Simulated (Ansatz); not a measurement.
Stepwise reaction of `Br[Si]Br` with hydrogen, as a gas-phase model of exchange steps in deposition or etching. ΔE in kJ/mol; ΔG adds harmonic PBE0-D4 terms to CCSD(T)/CBS, at 1 bar.

Gas-phase electronic energies from Ansatz, PBE0-D4/def2-TZVP geometries. CCSD(T)/CBS adds triple-zeta CCSD(T) − MP2 to the extrapolated MP2 energy (def2 sets, frozen cores). This one scheme is used for every species. DFT in def2-TZVPP. B3LYP here is the variant with VWN-RPA as its local correlation; programs differ in this. For Br outer-core shells are correlated without core-valence functions, which leaves a few kJ/mol of doubt a bond. Scalar relativity is left out up to krypton.

```csv
step,reaction,PBE-D4,B3LYP-D4,ωB97M-V,CCSD(T)/CBS,ΔG(600 K)
1,`Br[Si]Br` + H₂ → `[SiH]Br` + HBr,134.7,127.8,125.0,124.5,111.1
```

Give the row of step 2, `[SiH]Br` + H₂ → `[SiH2]` + HBr. (Best estimate.)

Ansatz gave: 
```csv
step,reaction,PBE-D4,B3LYP-D4,ωB97M-V,CCSD(T)/CBS,ΔG(600 K)
2,`[SiH]Br` + H₂ → `[SiH2]` + HBr,126.5,119.6,117.9,117.7,110.9
```

By hand: ΔE of the 2 steps together at CCSD(T)/CBS.

(124.5) + (117.7) = 242.2 kJ/mol, or 121.1 kJ/mol a step.

In ΔE each step is lower than the one before. All are uphill at CCSD(T)/CBS. ΔG lies between 110.9 and 111.1 kJ/mol a step. PBE-D4 differs from CCSD(T)/CBS by 8.8 to 10.2 kJ/mol a step. Isolated molecules leave out the surface, adducts and barriers. Largest T1 diagnostic: 0.014.
